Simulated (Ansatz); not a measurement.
Isolated molecules relaxed with PBE0-D4/def2-TZVP in Ansatz; ΔE leaves out vibrations. CCSD(T)/CBS adds triple-zeta CCSD(T) − MP2 to the extrapolated MP2 energy (def2 sets, frozen cores). DFT in def2-TZVPP. B3LYP here is the variant with VWN-RPA as its local correlation; programs differ in this. For Ge outer-core shells are correlated without core-valence functions, which leaves a few kJ/mol of doubt a bond. Scalar relativity is left out up to krypton. One conformer a species, not always the lowest.

Reaction (substitution at a C–C bond): `CC#CCCC` + `C[O][GeH]([OH])[O]C` → `CC[O][GeH]([O]C)[O]C` + `CC#CC`

Problem. Is it downhill or uphill in electronic energy at CCSD(T)/CBS, and by how much? (An estimate is asked.)

Solution. Computed: Uphill: ΔE = +11.2 kcal/mol.

Problem. What do these levels give: PBE0-D4, B3LYP-D4, ωB97X-V, ωB97M-V, B2PLYP, PBE, r2SCAN, B3LYP, HF/def2-TZVPP, MP2/def2-TZVPP, MP2/def2-QZVPP, MP2/CBS(def2)? (An estimate is asked.)

Solution. The calculation gave: PBE0-D4 10.5, B3LYP-D4 8.9, ωB97X-V 9.7, ωB97M-V 10.4, B2PLYP 9.7, PBE 9.8, r2SCAN 9.9, B3LYP 8.6, HF/def2-TZVPP 8.1, MP2/def2-TZVPP 12.2, MP2/def2-QZVPP 12.6, MP2/CBS(def2) 12.8 kcal/mol.

Largest T1 diagnostic among the species: 0.012.

In def2-TZVPP, CCSD(T) changes the Hartree–Fock value by +2.5 kcal/mol (the triples alone add +0.2 kcal/mol) and MP2 by +4.1 kcal/mol.
